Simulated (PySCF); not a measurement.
Can point charges reproduce the dipole moment of `C=C(O[SiH2]N(C)C)C(N)=O`?

Coordinates (GFN2-xTB, Å) and charges (e) from the PBE0/pcSseg-1 density (PySCF):

```tsv
atom	x	y	z	Mulliken	IAO	Hirshfeld	ESP-fitted
C1	-2.475	-1.853	-0.094	-0.1149	-0.3633	-0.1185	-0.5249
C2	-2.025	-0.604	-0.076	+0.0664	+0.1518	+0.0641	+0.1504
O3	-0.732	-0.235	0.007	-0.6516	-0.5913	-0.1741	-0.3598
Si4	0.633	-1.100	0.216	+0.9064	+1.1070	+0.4242	+0.6915
N5	1.800	0.154	0.205	-0.7780	-0.5132	-0.1799	-0.2080
C6	1.777	1.236	-0.751	-0.0824	-0.2991	-0.0703	-0.3238
C7	3.129	-0.119	0.683	-0.0737	-0.2986	-0.0684	-0.4689
C8	-2.989	0.549	-0.135	+0.4316	+0.4258	+0.1591	+0.6629
N9	-2.400	1.751	0.040	-0.3933	-0.5018	-0.1740	-0.8353
O10	-4.178	0.406	-0.321	-0.4254	-0.5032	-0.2954	-0.5537
H11	-1.816	-2.699	-0.040	+0.1277	+0.1530	+0.0487	+0.2101
H12	-3.534	-2.023	-0.168	+0.1430	+0.1874	+0.0526	+0.2115
H13	0.751	-2.120	-0.838	-0.1200	-0.1781	-0.0879	-0.1281
H14	0.667	-1.713	1.542	-0.1154	-0.1539	-0.0806	-0.1376
H15	2.420	1.025	-1.614	+0.0997	+0.1202	+0.0340	+0.1248
H16	2.136	2.155	-0.277	+0.1108	+0.1359	+0.0405	+0.1267
H17	0.763	1.391	-1.106	+0.1231	+0.1468	+0.0397	+0.1296
H18	3.093	-0.901	1.436	+0.1136	+0.1441	+0.0464	+0.1613
H19	3.793	-0.449	-0.125	+0.0996	+0.1181	+0.0330	+0.1553
H20	3.558	0.782	1.128	+0.1131	+0.1382	+0.0423	+0.1662
H21	-2.965	2.583	0.051	+0.1959	+0.2882	+0.1437	+0.4007
H22	-1.415	1.803	0.237	+0.2239	+0.2858	+0.1209	+0.3490
```

Q: What dipole does each set of charges give (1 e·Å = 4.803 D), and what does the density give?

A: The full density gives (4.57, 0.86, 0.47) D, 4.67 D in size; dipole vectors point from the negative to the positive end.

```csv
scheme,μx,μy,μz,size (D),share of the full size (%),angle to the full dipole (°)
Mulliken,3.63,-1.57,0.09,3.96,85,34
IAO,4.87,-0.51,0.80,4.96,106,17
Hirshfeld,3.36,0.68,0.51,3.47,74,3
ESP-fitted,4.65,0.86,0.45,4.75,102,0
```

Q: Which set comes closest?

A: Length of the difference vector: ESP-fitted 0.08 D, Hirshfeld 1.22 D, IAO 1.44 D, Mulliken 2.64 D. Closest: ESP-fitted. The schemes that divide the density aren't constrained to reproduce the dipole.

Q: What is left for the Hirshfeld atoms' own dipoles?

A: The shares of the density sum to the whole, so what Σ q r misses lies in dipoles about the nuclei. The atomic dipoles sum to (4.57, 0.86, 0.47) − (3.36, 0.68, 0.51) = (1.21, 0.18, -0.04) D, 1.22 D in size.

Q: With the origin at the mean of the coordinates, (0.000, 0.001, 0.000) Å, which are the largest single terms, by size, of the Mulliken dipole along the direction of the full one?

A: O10 +8.26, N5 -6.76, C8 -5.87, N9 +3.81, H12 -2.64 D; all 22 atoms together +3.27 D. The single terms depend on the origin, their sum doesn't.

Q: Give the size of the full dipole in other units.

A: 4.67 D = 1.839 au = 0.973 e·Å = 15.59 × 10⁻³⁰ C·m.

The structure is a single GFN2-xTB conformer in the gas phase; no vibrational or solvent corrections.

The run behind these numbers computed NMR shieldings as well. Time: 68 s; peak memory 1.1 GiB. Hardware: one thread, Arm Neoverse V1 (aarch64), shared host.
